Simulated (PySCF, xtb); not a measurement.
BBr2, SMILES Br[B]Br (connectivity only; charge and spin as stated), charge +1, multiplicity 1.

GFN2-xTB (xtb 6.7.1) at its own geometry gives an orbital gap of 4.51 eV.

Coordinates come from a B3LYP-D3(BJ)/def2-TZVP optimisation. The multiplicity is an assumed one; other spin states were not compared. The isomer is the one that the SMILES or the coordinates give; other isomers of the formula were not compared.

### Question
What does PySCF with r2SCAN/def2-TZVPD give? (Estimate from the structure and the level; the computed values follow.)

### Answer
gap 5.85 eV (levels -14.61 and -8.77 eV).
